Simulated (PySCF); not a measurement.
What PySCF settings do for GeS⁻

Base input, run as `OMP_NUM_THREADS=1 python input.py` with PySCF 2.14:

```python
from pyscf import gto, dft, tdscf

mol = gto.M(
    atom='Ge 0 0 0; S 0 0 2.245',
    basis='def2-svp',
    charge=-1,
    spin=1,
    verbose=4,
)
mf = dft.UKS(mol, xc='hcth407')
mf.kernel()
td = tdscf.TDA(mf)
td.nstates = 8
td.kernel()
td.analyze()
mf.dip_moment()
print('orbital energies (hartree):', [e[max(0, n-3):n+3].round(4) for e, n in zip(mf.mo_energy, mol.nelec)])
```

Base result: E(SCF) = -2476.016044 Eh, 12 cycles, ⟨S²⟩ = 0.755, first excitations without spin–orbit coupling 0.08, 2.20, 2.33, 2.72, 2.74 eV. The basis has no diffuse functions, which an anion needs. The bond length is a typed value, not an optimised one. The dipole of an ion depends on the origin. No search for the lowest solution was made.

Run time: 15 s on 1 thread of Arm Neoverse V2 (shared host), peak memory 0.24 GiB.

Each row names what differs from the base; energies in brackets are changes from the base.

```tsv
change	result	wall time (s)
basis set: def2-svp → 6-31g [no diffuse functions for the anion]	E(SCF) = -2476.026843 Eh (-0.2939 eV), 11 cycles, ⟨S²⟩ = 0.755, first excitations without spin–orbit coupling 0.03, 2.24, 2.37, 2.63, 2.72 eV	12
geometry: bond 2.245 → bond 2.178	E(SCF) = -2476.018717 Eh (-0.0727 eV), 11 cycles, ⟨S²⟩ = 0.754, first excitations without spin–orbit coupling 0.08, 2.46, 2.59, 2.86, 2.98 eV	15
step after the SCF: tda → gradient	E(SCF) = -2476.016044 Eh (+0.0000 eV), 12 cycles, ⟨S²⟩ = 0.755, gradient on the second atom 0.0288 Eh/bohr	4.8
length unit: angstrom → bohr [unsound on purpose]	E(SCF) = -2474.418958 Eh (+43.4589 eV), 10 cycles, ⟨S²⟩ = 0.752, first excitations without spin–orbit coupling 0.09, 1.64, 3.16, 4.36, 4.42 eV	22
convergence threshold: default → 1e-05 [an earlier cycle lay lower, so not the lowest solution of its kind]	E(SCF) = -2476.015960 Eh (+0.0023 eV), 7 cycles, ⟨S²⟩ = 0.754, first excitations without spin–orbit coupling 0.08, 2.23, 2.35, 2.74, 2.75 eV	14
density fitting: none → def2-universal-jkfit	E(SCF) = -2476.016083 Eh (-0.0010 eV), 12 cycles, ⟨S²⟩ = 0.755, first excitations without spin–orbit coupling 0.08, 2.20, 2.33, 2.72, 2.74 eV	16
geometry: bond 2.245 → bond 25 [unsound on purpose]	not converged: SCF after 50 cycles	13
second-order solver: off → on	E(SCF) = -2476.016044 Eh (+0.0000 eV), 4 cycles, ⟨S²⟩ = 0.755, first excitations without spin–orbit coupling 0.08, 2.20, 2.33, 2.72, 2.74 eV	20
PCM solvent, dielectric constant: none → 4.71; step after the SCF: tda → analyze	E(SCF) = -2476.090120 Eh (-2.0157 eV), 11 cycles, ⟨S²⟩ = 0.754	4.8
step after the SCF: tda → mp2; SCF type: UKS → UHF; functional: hcth407 → none (Hartree–Fock); frozen orbitals: default → 0	E(SCF) = -2472.530273 Eh, E(MP2) − E(SCF) = -0.36807 Eh, ⟨S²⟩ = 0.943	1.2
basis set: def2-svp → sbkjc; core potential: off → on [no diffuse functions for the anion]	not converged: SCF after 50 cycles	5.6
geometry: bond 2.245 → bond 2.088	E(SCF) = -2476.018359 Eh (-0.0630 eV), 11 cycles, ⟨S²⟩ = 0.753, first excitations without spin–orbit coupling 0.08, 2.84, 2.95, 3.00, 3.36 eV	20
```

Q: Order these changes by how far they move the SCF energy from the base, largest first: (1) PCM solvent, dielectric constant: none → 4.71; step after the SCF: tda → analyze; (2) convergence threshold: default → 1e-05; (3) geometry: bond 2.245 → bond 2.088; (4) geometry: bond 2.245 → bond 2.178.

A: (1) -2.0157 eV, (4) -0.0727 eV, (3) -0.0630 eV, (2) +0.0023 eV.
